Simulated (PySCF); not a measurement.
## `CC(=S)[C@@H]1CC[C@@H]1C`, C7H12S

Geometry:
| atom | x (Å) | y (Å) | z (Å) |
| --- | --- | --- | --- |
| C1 | -2.189 | -1.179 | -0.669 |
| C2 | -1.263 | -0.020 | -0.819 |
| S3 | -1.059 | 0.705 | -2.261 |
| C4 | -0.545 | 0.404 | 0.408 |
| C5 | 0.190 | 1.752 | 0.425 |
| C6 | 1.431 | 1.072 | 1.016 |
| C7 | 0.820 | -0.304 | 0.703 |
| C8 | 1.464 | -1.001 | -0.481 |
| H9 | -1.759 | -1.936 | -0.013 |
| H10 | -2.426 | -1.616 | -1.636 |
| H11 | -3.120 | -0.837 | -0.212 |
| H12 | -1.213 | 0.287 | 1.266 |
| H13 | -0.272 | 2.528 | 1.032 |
| H14 | 0.352 | 2.135 | -0.580 |
| H15 | 1.550 | 1.253 | 2.082 |
| H16 | 2.371 | 1.284 | 0.511 |
| H17 | 0.770 | -0.991 | 1.551 |
| H18 | 2.483 | -1.285 | -0.227 |
| H19 | 1.495 | -0.341 | -1.345 |
| H20 | 0.915 | -1.900 | -0.756 |

Theory: TDDFT BHandHLYP/def2-SVPD circular dichroism and optical rotation, one conformer, gas phase in PySCF 2.14.0. Geometry: GFN2-xTB.

The molecule is flexible and this is one conformer; a measurement averages over conformers.

(1) What are the CIP labels of the stereocentres?

(2) Which excitations and rotatory strengths does the calculation give?

Answers

(1) C4 R, C7 S.

(2) Rotatory strengths R in 10⁻⁴⁰ esu² cm², velocity form and length form (origin at the centre of mass); f in length form.
| state | E (eV) | λ (nm) | f | R (velocity) | R (length) | main |
| --- | --- | --- | --- | --- | --- | --- |
| 1 | 2.73 | 454 | 5e-05 | -5.0 | -4.9 | HOMO→LUMO 0.98 |
| 2 | 5.62 | 221 | 0.232 | +11.1 | +11.3 | HOMO−1→LUMO 0.94 |
| 3 | 6.22 | 199 | 0.002 | +25.3 | +25.8 | HOMO−2→LUMO 0.53, HOMO−6→LUMO 0.18 |
| 4 | 6.31 | 197 | 0.066 | +15.0 | +14.6 | HOMO→LUMO+1 0.72, HOMO→LUMO+3 0.20 |
| 5 | 6.41 | 193 | 0.004 | +14.3 | +14.0 | HOMO−3→LUMO 0.59, HOMO−2→LUMO 0.16 |
| 6 | 6.65 | 186 | 0.005 | -1.3 | -1.2 | HOMO→LUMO+3 0.43, HOMO→LUMO+5 0.23 |
| 7 | 6.95 | 178 | 0.031 | -47.3 | -47.9 | HOMO−3→LUMO 0.33, HOMO−4→LUMO 0.29 |
| 8 | 7.09 | 175 | 0.010 | +9.5 | +10.0 | HOMO→LUMO+2 0.29, HOMO→LUMO+3 0.22 |

Among the states computed, the strongest CD band (largest |R|) is state 7. The largest dissymmetry factor in size, g = 4R/(D+G), with D and G the electric and magnetic dipole strengths, is -0.35 for state 1 (velocity form, f = 6e-05), among bands with |R| over 0.5. The mirror image has the same energies and oscillator strengths and all R with the opposite sign.
